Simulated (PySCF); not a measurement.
Molfile (atoms numbered from 1):
```
Cl2H2SSi
     RDKit          3D

  6  5  0  0  0  0  0  0  0  0999 V2000
    1.0949   -0.7607   -1.1065 S   0  0  0  0  0  0  0  0  0  0  0  0
   -0.3573   -0.0297    0.2432 Si  0  0  0  0  0  4  0  0  0  0  0  0
   -2.0453   -1.1058   -0.1237 Cl  0  0  0  0  0  0  0  0  0  0  0  0
   -0.7246    1.9591   -0.0366 Cl  0  0  0  0  0  0  0  0  0  0  0  0
    2.0294    0.1062   -0.6746 H   0  0  0  0  0  0  0  0  0  0  0  0
    0.0260   -0.1966    1.6559 H   0  0  0  0  0  0  0  0  0  0  0  0
  1  2  1  0
  2  3  1  0
  2  4  1  0
  1  5  1  0
  2  6  1  0
M  END
```

PySCF 2.14.0 with density-fitted response routines calculation with PBE0-D3(BJ)/def2-TZVP structure and NMR shieldings at B97-2/pcSseg-2/GIAO; a single conformation, isolated molecule, fast rotation and ring inversion assumed for equivalent nuclei, non-relativistic.

References, each an isolated molecule treated in the same way: TMS for 1H and 29Si; 33S against CS2; 35Cl against HCl.

```
  atoms  nucleus  count  δ (ppm)
     H5       1H      1     1.18
    Si2     29Si      1     15.7
     H6       1H      1        ?
     S1      33S      1        ?
Cl3/Cl4     35Cl      2      106
```

Problem. Estimate the values marked ?.

Solution. 
- H6: 6.45 ppm, hydrogen on a silicon bonded to 2 Cl, S
- S1: -123 ppm, sulfur bonded to Si, H

Exchangeable OH/NH protons stand at their gas-phase positions; hydrogen bonding in a real sample shifts them, mostly to higher δ.
